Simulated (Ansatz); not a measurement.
# From F to I: the dipole moment

All atoms of one element are swapped for its congeners: PF3 (phosphorus trifluoride) `FP(F)F`; PBr3 (phosphorus tribromide) `BrP(Br)Br`; PI3 (phosphorus triiodide) `IP(I)I`. The Cl member is missing. All are singlets with charge 0.

Shapes, held fixed at every level: PBE0-D4/def2-TZVP. Programs: Ansatz 0.2.0. Values in D.

| level | PF3 | PBr3 | PI3 |
| --- | --- | --- | --- |
| PBE-D4/def2-TZVPP | 0.84 | 0.29 | 0.08 |
| r2SCAN-D4/def2-TZVPP | 0.85 | 0.32 | 0.05 |
| B3LYP-D4/def2-TZVPP | 1.05 | 0.42 | 0.02 |
| wB97M-V/def2-TZVPP | 1.07 | 0.45 | 0.03 |
| measured | 1.03 | 0.61 | – |

At wB97M-V/def2-TZVPP the dipole moment falls at every step, from 1.07 to 0.03 D. Every level shows the same order. Measured values: NIST CCCBDB. For atoms past krypton def2 sets carry core potentials with scalar relativity. Relativity is left out for Br unless named. Magnitudes only: a dipole under 1 D may point either way.
